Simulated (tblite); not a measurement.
Compound: C8H10NP.
Z-matrix (Å and degrees, GFN2-xTB geometry), rows numbered from 1:
```
N 
P   1  1.6987
C   2  1.8846  1  102.34
C   3  1.4966  2  105.78  1    68.78
C   4  1.3837  3  125.35  2  -158.61
C   5  1.3861  4  119.51  3   179.67
C   6  1.3846  5  120.28  4    -0.10
C   7  1.3862  6  120.33  5    -0.00
C   8  1.3836  7  119.56  6     0.05
C   9  1.4974  4  114.54  3     0.03
H   1  1.0109  2  113.64  3    97.27
H   1  1.0156  2  115.22  3   -31.66
H   3  1.0930  2  111.25  1   -54.52
H   3  1.0935  2  108.37  1  -172.63
H   5  1.0810  4  120.11  3    -0.20
H   6  1.0802  5  119.76  4  -179.81
H   7  1.0802  6  119.89  5  -179.67
H   8  1.0805  7  120.36  6  -179.54
H  10  1.0942  2  108.90  1   166.08
H  10  1.0908  2  109.98  1    47.76
```

All values are computed: GFN2-xTB (tblite) harmonic vibrations without scaling, gas phase. This tight-binding method is rough: wavenumbers can miss measured ones by several per cent, in bad cases by 10 to 20. One conformer, not necessarily the lowest.

Harmonic wavenumbers (cm⁻¹): 70.1, 133.4, 226.4, 230.7, 267.6, 300.6, 339.7, 391.3, 437.8, 466.8, 539.3, 570.4, 627.9, 646.9, 703.4, 734.3, 754.2, 790.2, 795.6, 805.5, 831.4, 849.6, 882.8, 911.3, 927.3, 930.5, 1068.2, 1076.9, 1086.9, 1107.1, 1160.5, 1171.2, 1181.2, 1193.1, 1259.5, 1265.0, 1329.4, 1418.5, 1431.7, 1450.6, 1464.9, 1471.0, 1589.6, 1600.4, 2935.5, 2940.2, 2959.6, 2981.5, 3069.4, 3073.6, 3081.1, 3090.8, 3350.7, 3435.7.

A = 2538, B = 873.1, C = 761.3 MHz; mass 151.055 u (most abundant isotopes); point group C1, symmetry number 1.

Question: What is the zero-point energy?

Answer: Half the sum of the wavenumbers: 34704 cm⁻¹ = 99.23 kcal/mol.

Question: Give the ideal-gas entropy at 350 K and 1 bar in the rigid-rotor, harmonic-oscillator model (classical rotation).

Answer: Translation 41.77, rotation 30.11, vibration 27.98: S = 99.9 cal/(mol K).

Question: And Cp and H(350 K) − H(0)?

Answer: Cp = 45.67 cal/(mol K), of which vibrations give 37.72 (their classical limit is 54 R = 107.3); H(350 K) − H(0) = 8.58 kcal/mol without the zero-point energy, 5.80 from vibrations.

Question: What must be added to the electronic energy to get the Gibbs energy at 350 K and 1 bar?

Answer: ZPE + [H(350 K) − H(0)] − T·S = 99.23 + 8.58 − 34.95 = 72.86 kcal/mol.

Question: How do the functions run with temperature in this model?

Answer: 
```json
{"T (K)": "100", "S (cal/(mol K))": "66.2", "Cp (cal/(mol K))": "15.1", "H − H(0) (kcal/mol)": "1.07", "G − H(0) (kcal/mol)": "-5.54", "ln q(vib)": "0.74"}
{"T (K)": "200", "S (cal/(mol K))": "80.1", "Cp (cal/(mol K))": "26.7", "H − H(0) (kcal/mol)": "3.14", "G − H(0) (kcal/mol)": "-12.87", "ln q(vib)": "2.45"}
{"T (K)": "300", "S (cal/(mol K))": "93.3", "Cp (cal/(mol K))": "39.5", "H − H(0) (kcal/mol)": "6.45", "G − H(0) (kcal/mol)": "-21.54", "ln q(vib)": "4.57"}
{"T (K)": "500", "S (cal/(mol K))": "118.9", "Cp (cal/(mol K))": "61.0", "H − H(0) (kcal/mol)": "16.65", "G − H(0) (kcal/mol)": "-42.79", "ln q(vib)": "9.47"}
{"T (K)": "800", "S (cal/(mol K))": "152.1", "Cp (cal/(mol K))": "80.0", "H − H(0) (kcal/mol)": "38.10", "G − H(0) (kcal/mol)": "-83.61", "ln q(vib)": "17.11"}
{"T (K)": "1000", "S (cal/(mol K))": "170.9", "Cp (cal/(mol K))": "87.9", "H − H(0) (kcal/mol)": "54.94", "G − H(0) (kcal/mol)": "-115.95", "ln q(vib)": "21.98"}
```

q(vib) and H(0) count from the zero-point level.

Hindered rotation and anharmonicity are outside this model. Other conformers, if any are populated, would add a mixing term that is left out. The structure is chiral; the term R ln 2 for an equal mix with its mirror image is left out.
